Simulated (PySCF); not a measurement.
A GIAO shielding run with PySCF 2.14.0 with density-fitted response routines (density fitting, non-relativistic, gas phase) on `CC(=O)N[Si@H]1C=CC[SiH2]1`, C5H11NOSi2:

```
$ OMP_NUM_THREADS=1 python probes_run.py task.json out

{"job": {"kind": "nmr", "xc": "PBE0", "basis": "pcSseg-1"}, "charge": 0, "multiplicity": 1}
C      3.520629     0.715169     0.624718
C      2.194351     0.703414    -0.089373
O      1.757006     1.642042    -0.736518
N      1.440904    -0.400225    -0.004611
Si    -0.070024    -0.196560    -0.903879
C     -1.106530    -1.713976    -0.469401
C     -2.332202    -1.505602    -0.001694
C     -2.930048    -0.147893     0.209514
Si    -1.622386     1.247254    -0.012751
H      4.026168     1.659649     0.445903
H      3.361125     0.587492     1.694109
H      4.142673    -0.103128     0.266864
H      1.750702    -1.192950     0.532433
H      0.326688    -0.219435    -2.315058
H     -0.765273    -2.730094    -0.611995
H     -2.983264    -2.338589     0.248770
H     -3.743029    -0.024287    -0.510603
H     -3.410721    -0.122775     1.189454
H     -1.366704     1.854564     1.303307
H     -2.195213     2.296609    -0.862226
```

Hardware: 1 thread of an Arm Neoverse V2, shared host. The job also computes population analyses, field gradients, ring-centre shieldings.

Question: How large is the calculation?

Answer: 84 electrons, 222 basis functions and 1192 auxiliary functions.

Question: How long does it take, and how much memory does it need?

Answer: 56 s of wall time, with 14 SCF cycles and 5 response iterations; peak memory 1.1 GiB. Times on a shared host scatter by some tens of per cent.
